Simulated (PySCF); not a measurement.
## Electron correlation in V (vanadium, neutral)

[Ar] 3d3 4s2, high-spin 4F determinant. Computed with PySCF 2.14 in cc-pVDZ (6s5p3d1f, 43 functions), with no relativity, point nucleus. Frozen: [Ar]; 5 electrons correlated.

MP2 pair energies summed by pair of shells (mhartree):

```json
{"pair": "4s-4s", "energy": "-19.77", "share (%)": "40.4"}
{"pair": "3d-4s", "energy": "-15.17", "share (%)": "31.0"}
{"pair": "3d-3d", "energy": "-13.95", "share (%)": "28.5"}
```

Total MP2 correlation energy: -48.89 mhartree.

Same-spin part -20.33 and opposite-spin part -28.55 mhartree; SCS-MP2 scales them by 1/3 and 6/5 to -41.04 mhartree.
